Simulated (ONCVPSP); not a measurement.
**What one change does to a pseudopotential (Os, ONCV)**

ONCVPSP 4.0.1 input, shortened (lines: element, Z, core and valence counts, functional; n l f; lmax; l rc ep ncon nbas qcut; lloc lpopt rc5 dvloc0; l nproj debl; icmod fcfact rcfact), PBE, scalar-relativistic:

```
  Os 76.00   11    3        4      upf
    1    0    2.00
    2    0    2.00
    2    1    6.00
    3    0    2.00
    3    1    6.00
    3    2   10.00
    4    0    2.00
    4    1    6.00
    4    2   10.00
    4    3   14.00
    5    0    2.00
    5    1    6.00
    5    2    6.00
    6    0    2.00
    2
    0    2.70    0.00    3    7    2.40
    1    1.65    0.00    4    7    9.40
    2    2.15    0.00    4    9    8.20
    4    5    1.15    0.00
    0    2    0.60
    1    2    2.90
    2    2    0.60
    3    3.25    1.05
```

Change: d: qcut 5.3.

Cutoffs: the cutoffs (Ha) at which the residual kinetic energy of the hardest occupied pseudo-wave falls to 1 and 0.1 mHa per electron; they do not see the model core or the augmentation charge, which bear on the density cutoff. Errors are all-electron minus pseudo energies relative to the spin-unpolarised reference configuration.

How do hardness, ghosts and transferability respond?

The potential gets neither clearly harder nor softer (26 Ha and 32 Ha → 26 Ha and 32 Ha); both files keep a bound ghost (s); of the 4 tests that both files solve, the error grows in 0 and shrinks in 2 by more than 15 % and 0.3 meV (median size 38.8 → 33.7 meV).

```csv
quantity,base,changed
"cutoff, loose",26 Ha,26 Ha
"cutoff, tight",32 Ha,32 Ha
loose cutoff by channel,"s 3.6 Ha, p 26 Ha, d 18 Ha","s 3.6 Ha, p 26 Ha, d 13 Ha"
bound ghosts,s,s
GHOST(+) flags under 300 eV,s at 51.6 eV,s at 51.6 eV
"error for 5p6 5d6 6s1, meV [ΔE 9.58 eV]",-7.7,-6.1
"error for 5p6 5d6 6s0, meV [ΔE 26.49 eV]",-40,-33
"error for 5p6 5d5 6s0, meV [ΔE 55.34 eV]",-72,-73
"error for 5p6 5d6 6s0 6p1, meV [ΔE 15.72 eV]",-38,-34
s: phases at 2.74 bohr within 0.05 rad from the reference energy up to (Ha; the scan ends near 5),1.6,1.6
p: phases at 1.68 bohr within 0.05 rad from the reference energy up to (Ha; the scan ends near 5),to the end of the scan,to the end of the scan
d: phases at 2.18 bohr within 0.05 rad from the reference energy up to (Ha; the scan ends near 5),to the end of the scan,to the end of the scan
"rms error of d²Exc/dni dnj with the model core, mHa",2.94,2.93
```

 A true bound ghost makes a file unfit for plane-wave use even where its test errors are small: the radial tests pick states by their node count and pass the ghost by.
